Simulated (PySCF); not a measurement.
LDA on F⁻ (fluorine, charge -1), [Ne], closed-shell 1S. Computed with PySCF 2.14 in aug-cc-pVQZ, with no relativity, point nucleus.

```
cycle= 1 E= -99.2395092621434  delta_E= 0.00504  |g|= 0.25  |ddm|= 0.487
cycle= 2 E= -99.1294676191268  delta_E= 0.11  |g|= 0.669  |ddm|= 0.79
cycle= 3 E= -99.2605206967042  delta_E= -0.131  |g|= 0.0852  |ddm|= 0.513
cycle= 4 E= -99.2633578876708  delta_E= -0.00284  |g|= 0.00525  |ddm|= 0.0833
cycle= 5 E= -99.2633663760608  delta_E= -8.49e-06  |g|= 0.000871  |ddm|= 0.00344
cycle= 6 E= -99.2633666321061  delta_E= -2.56e-07  |g|= 1.9e-05  |ddm|= 0.000705
cycle= 7 E= -99.2633666322286  delta_E= -1.22e-10  |g|= 8.17e-07  |ddm|= 1.73e-05
converged SCF energy = -99.2633666322286  <S^2> = -1.4210855e-14  2S+1 = 1
```

Highest occupied orbital energy: 1.325 eV; ⟨L²⟩ = 0.00; populations by l: s 4.00, p 6.00, d 0.00, f 0.00.

(1) Can this result be used?

## Answers

(1) With care. The run converged. At LDA the highest occupied level has a positive energy, so only the finite basis holds that electron; in a semilocal or global hybrid functional this comes from self-interaction and does not mean that the real anion is unbound.
